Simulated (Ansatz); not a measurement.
```yaml
crystal:
  periodic: [false, false, false]
  atoms:
    - {symbol: C, position_ang: [-0.680059, 1.609872, -0.684867]}
    - {symbol: O, position_ang: [0.552749, 1.052395, -1.546851]}
    - {symbol: Sn, position_ang: [1.686766, -0.476652, -1.713404]}
    - {symbol: O, position_ang: [1.122474, -1.626385, -0.172115]}
    - {symbol: C, position_ang: [0.359858, -1.469069, 1.207897]}
    - {symbol: H, position_ang: [-1.137917, 0.545046, -0.470946]}
    - {symbol: H, position_ang: [-1.248911, 2.082990, -1.325598]}
    - {symbol: H, position_ang: [-0.164294, 1.956865, 0.243384]}
    - {symbol: H, position_ang: [-0.809057, -1.708726, 0.945859]}
    - {symbol: H, position_ang: [0.652449, -1.883507, 2.129439]}
    - {symbol: H, position_ang: [0.302182, -0.220717, 1.323856]}
basis:
  gaussian: {orbitals: def2-TZVPD}
total_charge: -1
magnetization: {spin_polarized: false, initial_magnetization: 1}
hamiltonian: {xc: {name: B3LYP5}}
```

```sh
$ ansatz run in.yaml --threads 4 --pin off --events-out ev --progress --plain --max-ram 10444MiB
```

It prints (some lines left out):

```
Functional definition: B3LYP5
1486 factors; their error is unknown
mean field evaluation 1: about -12089.4482 eV, gradient 5.0e1 eV
mean field evaluation 2: about -12070.7355 eV, gradient 1.1e2 eV
mean field evaluation 4: about -12094.8504 eV, gradient 5.4e0 eV
mean field evaluation 8: about -12094.9223 eV, gradient 1.2e-1 eV
mean field evaluation 16: about -12094.9612 eV, gradient 5.6e-4 eV
mean field -12094.96117511 eV, -444.4816249260 hartree, gradient 3.6e-5 eV, S^2 0.750000; 9 other end points of the search recorded, 0 dependent functions left out
reference -12094.96146573 eV, -444.4816356064 hartree; 29, 28 occupied and 235, 236 virtual orbitals, 1486 factors
Total energy: -12094.96146573 eV, -444.4816356064 hartree
```

Hardware: 4 threads of an Arm Neoverse V2 on a shared host. Wall time 14 s, peak host memory 0.8 GiB.
